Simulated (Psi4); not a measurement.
Calculation: SAPT0/jun-cc-pVDZ, frozen core in Psi4.

Psi4 input:

```
molecule {
0 1
Si 0.05646086 0.21641819 0.44653375
C -0.91804941 1.38030229 -0.67598340
C 1.76286125 -0.11702902 -0.28924211
C -0.88215339 -1.40635626 0.67005820
H 0.22583281 0.86564546 1.78598109
H -1.06305648 0.93071941 -1.67259236
H -1.91368446 1.59942105 -0.25701568
H -0.39111589 2.33877140 -0.81210963
H 2.35365762 -0.78561778 0.35790160
H 1.67436718 -0.59676645 -1.27838330
H 2.33250714 0.81775343 -0.41780830
H -1.02451142 -1.91150863 -0.29996418
H -1.87804310 -1.23494718 1.11013123
H -0.33507271 -2.09680592 1.33249310
--
0 1
Cl 1.50307028 1.73176456 -3.64471959
H 1.22955515 1.31067817 -2.46513713
units angstrom
symmetry c1
no_reorient
no_com
}
set basis jun-cc-pvdz
set scf_type df
set freeze_core true
energy('sapt0')
```

Part of the output:

```
    SAPT Results
  --------------------------------------------------------------------------------------------------------
    Electrostatics                 -1.36376628 [mEh]      -0.85577626 [kcal/mol]      -3.58056787 [kJ/mol]
      Elst10,r                     -1.36376628 [mEh]      -0.85577626 [kcal/mol]      -3.58056787 [kJ/mol]

    Exchange                        5.45046930 [mEh]       3.42022112 [kcal/mol]      14.31020517 [kJ/mol]
      Exch10                        5.45046930 [mEh]       3.42022112 [kcal/mol]      14.31020517 [kJ/mol]
      Exch10(S^2)                   5.43318065 [mEh]       3.40937233 [kcal/mol]      14.26481383 [kJ/mol]

    Induction                      -1.18372573 [mEh]      -0.74279911 [kcal/mol]      -3.10787148 [kJ/mol]
      Ind20,r                      -1.74228403 [mEh]      -1.09329973 [kcal/mol]      -4.57436609 [kJ/mol]
      Exch-Ind20,r                  1.04463410 [mEh]       0.65551779 [kcal/mol]       2.74268645 [kJ/mol]
      delta HF,r (2)               -0.48607580 [mEh]      -0.30501717 [kcal/mol]      -1.27619183 [kJ/mol]

    Dispersion                     -3.19668899 [mEh]      -2.00595262 [kcal/mol]      -8.39290578 [kJ/mol]
      Disp20                       -3.53097494 [mEh]      -2.21572022 [kcal/mol]      -9.27057342 [kJ/mol]
      Exch-Disp20                   0.33428595 [mEh]       0.20976760 [kcal/mol]       0.87766764 [kJ/mol]
      Disp20 (SS)                  -1.76548747 [mEh]      -1.10786011 [kcal/mol]      -4.63528671 [kJ/mol]
      Disp20 (OS)                  -1.76548747 [mEh]      -1.10786011 [kcal/mol]      -4.63528671 [kJ/mol]
      Exch-Disp20 (SS)              0.18545437 [mEh]       0.11637437 [kcal/mol]       0.48691038 [kJ/mol]
      Exch-Disp20 (OS)              0.14883158 [mEh]       0.09339323 [kcal/mol]       0.39075726 [kJ/mol]

  Total HF                          2.90297729 [mEh]       1.82164575 [kcal/mol]       7.62176583 [kJ/mol]
  Total SAPT0                      -0.29371169 [mEh]      -0.18430687 [kcal/mol]      -0.77113994 [kJ/mol]
```
